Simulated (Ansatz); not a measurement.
A made-up structure of CH3Te (charge -1), singlet:

C1  (-0.141, -0.926, 0.229)
Te2  (1.168, 0.686, 0.208)
H3  (-1.021, -0.687, 0.836)
H4  (-0.442, -1.178, -0.794)
H5  (0.467, -1.762, 0.461)
(Å)

It is relaxed with PBE-D4/def2-SVPD and then PBE0-D4/def2-TZVPD (Ansatz 0.2.0). Atoms count as bonded within 1.22 times the sum of their covalent radii (H–H: 0.88 Å). The end point is not checked to be a true minimum.

Task: Does its bonding change? (Judge from chemistry; the calculation decides.)

Result: The calculation gives: No: no bond forms or breaks.

Where it ends: The first stage lowers the energy by 0.32 eV in 4 steps. It ends as CH₃Te ([CH3][Te]), total charge -1:
```xyz
5
angstrom
C -0.1250 -0.9430 0.1875
Te 1.2079 0.7832 0.1925
H -0.9823 -0.7500 0.8337
H -0.4777 -1.1347 -0.8267
H 0.4074 -1.8221 0.5529
```

Labels in which every atom is bracketed show which atoms are joined, not bond orders.

For scale, one of the runs: PBE0-D4/def2-TZVPD relaxation, 123 basis functions, launched by `ansatz run in.yaml --threads 2 --pin off --events-out ev --progress --plain --max-ram 4352MiB`. The run took about 12 s on 2 CPU threads of an Arm Neoverse V2 (shared host).
